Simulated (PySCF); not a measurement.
Job file and geometry (Å, from GFN2-xTB) of an NMR shielding run on SMILES CC[C@H](C)B[CH2][AlH][F], C$_{5}$H$_{13}$AlBF, PySCF, GIAO PBE0/pcSseg-1 NMR shielding, non-relativistic, gas phase; density fitting, a coarse starting grid and PySCF grid level 2 are the driver's defaults:

```
$ OMP_NUM_THREADS=1 python probes_run.py task.json out

{"job": {"kind": "nmr", "xc": "PBE0", "basis": "pcSseg-1"}, "charge": 0, "multiplicity": 1}
C     -0.929634     0.752018     1.565511
C     -1.523227    -0.033477     0.406496
C     -0.484802    -0.270356    -0.700606
C     -1.130180    -1.029115    -1.866251
B      0.795831    -1.031828    -0.118084
C      2.169524    -0.382093    -0.314320
Al     1.900327     1.303272     0.751542
F      2.182812     1.548686     2.359996
H     -0.481936     1.688814     1.205265
H     -1.685693     1.003758     2.306499
H     -0.142702     0.173742     2.059452
H     -1.887709    -0.996208     0.772136
H     -2.380166     0.511900     0.000022
H     -0.190093     0.724978    -1.076055
H     -0.419514    -1.153110    -2.680091
H     -1.451520    -2.016252    -1.541258
H     -1.998895    -0.494827    -2.248584
H      0.641851    -2.013987     0.507721
H      2.296805     0.108092    -1.288014
H      3.052544    -0.984603    -0.091729
H      1.657456     2.607539    -0.010118
```

Problem. What does the program print?

Solution. 
```
coarse grid: 17288 points
cycle   1  E = -564.8433334757  dE =  4.738e-01  |g| = 7.610e-01  |ddm| = 3.901e+00
cycle   2  E = -564.7374659798  dE =  1.059e-01  |g| = 1.130e+00  |ddm| = 1.500e+00
cycle   3  E = -564.9625443446  dE = -2.251e-01  |g| = 1.159e-01  |ddm| = 9.220e-01
cycle   4  E = -564.9650101959  dE = -2.466e-03  |g| = 3.736e-02  |ddm| = 1.164e-01
cycle   5  E = -564.9653232643  dE = -3.131e-04  |g| = 5.798e-03  |ddm| = 3.666e-02
cycle   6  E = -564.9653310679  dE = -7.804e-06  |g| = 2.246e-03  |ddm| = 8.080e-03
final grid: 160584 points
cycle   7  E = -565.0162826098  dE = -5.423e-05  |g| = 9.298e-03  |ddm| = 3.619e-02
cycle   8  E = -565.0162711970  dE =  1.141e-05  |g| = 1.158e-02  |ddm| = 1.861e-02
cycle   9  E = -565.0163054151  dE = -3.422e-05  |g| = 8.319e-04  |ddm| = 1.041e-02
cycle  10  E = -565.0163055138  dE = -9.876e-08  |g| = 3.027e-04  |ddm| = 7.474e-04
cycle  11  E = -565.0163055274  dE = -1.354e-08  |g| = 5.397e-05  |ddm| = 2.361e-04
cycle  12  E = -565.0163055279  dE = -5.441e-10  |g| = 1.905e-05  |ddm| = 5.933e-05
converged SCF energy = -565.0163055279

GIAO shielding tensors (ppm)
atom      isotropic    diamagn.    paramagn.     s11        s22        s33       span
  0 C      165.630     253.896     -88.266    146.049    160.624    190.218     44.169
  1 C      153.373     249.946     -96.573    143.896    145.401    170.823     26.927
  2 C      144.474     254.088    -109.614    132.213    144.178    157.031     24.818
  3 C      168.928     244.896     -75.968    156.398    162.383    188.004     31.605
  4 B       21.461     195.521    -174.060    -57.220     -0.680    122.283    179.503
  5 C      136.356     259.778    -123.421     70.872    151.692    186.505    115.633
  6 Al     389.238     794.429    -405.192    325.513    356.935    485.265    159.751
  7 F      309.507     466.791    -157.284    218.640    340.647    369.233    150.593
  8 H       30.835      33.377      -2.542     27.569     29.771     35.165      7.596
  9 H       29.872      29.567       0.305     24.806     27.151     37.659     12.853
 10 H       30.644      33.024      -2.380     27.821     29.259     34.851      7.030
 11 H       30.185      32.931      -2.747     26.174     29.479     34.902      8.728
 12 H       30.219      32.625      -2.407     25.837     29.194     35.625      9.787
 13 H       30.238      36.804      -6.566     27.123     29.934     33.655      6.532
 14 H       30.724      29.794       0.929     25.564     28.924     37.683     12.120
 15 H       30.713      30.062       0.650     26.467     28.833     36.838     10.371
 16 H       30.446      29.770       0.675     26.523     28.016     36.798     10.275
 17 H       24.416      32.759      -8.343     18.388     26.806     28.054      9.666
 18 H       29.312      33.055      -3.743     25.992     28.745     33.200      7.208
 19 H       28.969      29.938      -0.970     25.963     26.498     34.445      8.482
 20 H       26.844      30.086      -3.242     23.738     24.660     32.135      8.397
```

Size and cost of the density-fitted run: 208 basis functions, 72 s wall time on 1 thread of an Arm Neoverse N1, shared host; peak memory 1 GiB.
